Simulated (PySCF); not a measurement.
**Cl (chlorine, neutral) across methods**

[Ne] 3s2 3p5, 2P determinant. All numbers are calculated (PySCF 2.14, the non-relativistic Hamiltonian (point nucleus), in dyall-av3z (19s12p3d2f, 84 functions)).

```json
{"method": "BP86", "E (hartree)": "-460.2067", "mean ε 3s β (eV)": "-19.981", "mean ε 3p α (eV)": "-9.099", "mean ε 3p β (eV)": "-8.243", "Σ⟨r²⟩ (bohr²)": "27.72", "⟨S²⟩": "0.753"}
{"method": "LC-wPBE", "E (hartree)": "-460.0412", "mean ε 3s β (eV)": "-25.310", "mean ε 3p α (eV)": "-13.525", "mean ε 3p β (eV)": "-12.575", "Σ⟨r²⟩ (bohr²)": "27.46", "⟨S²⟩": "0.754"}
{"method": "M06", "E (hartree)": "-460.1460", "mean ε 3s β (eV)": "-21.930", "mean ε 3p α (eV)": "-10.394", "mean ε 3p β (eV)": "-9.334", "Σ⟨r²⟩ (bohr²)": "27.46", "⟨S²⟩": "0.753"}
{"method": "UHF", "E (hartree)": "-459.48922", "mean ε 3s β (eV)": "-27.603", "mean ε 3p α (eV)": "-14.396", "mean ε 3p β (eV)": "-13.081", "Σ⟨r²⟩ (bohr²)": "27.63", "⟨S²⟩": "0.760"}
{"method": "PBE", "E (hartree)": "-459.9739", "mean ε 3s β (eV)": "-19.859", "mean ε 3p α (eV)": "-9.028", "mean ε 3p β (eV)": "-8.131", "Σ⟨r²⟩ (bohr²)": "27.78", "⟨S²⟩": "0.753"}
{"method": "MN15", "E (hartree)": "-460.1827", "mean ε 3s β (eV)": "-22.424", "mean ε 3p α (eV)": "-11.265", "mean ε 3p β (eV)": "-10.411", "Σ⟨r²⟩ (bohr²)": "27.43", "⟨S²⟩": "0.752"}
{"method": "r2SCAN", "E (hartree)": "-460.1309", "mean ε 3s β (eV)": "-20.369", "mean ε 3p α (eV)": "-9.476", "mean ε 3p β (eV)": "-8.453", "Σ⟨r²⟩ (bohr²)": "27.54", "⟨S²⟩": "0.756"}
{"method": "PBE0", "E (hartree)": "-460.0113", "mean ε 3s β (eV)": "-22.067", "mean ε 3p α (eV)": "-10.580", "mean ε 3p β (eV)": "-9.601", "Σ⟨r²⟩ (bohr²)": "27.58", "⟨S²⟩": "0.754"}
```

Problem. Estimate the same row for LDA.

Solution. E (hartree) = -458.6698; mean ε 3s β (eV) = -19.984; mean ε 3p α (eV) = -9.104; mean ε 3p β (eV) = -8.207; Σ⟨r²⟩ (bohr²) = 27.86; ⟨S²⟩ = 0.752.
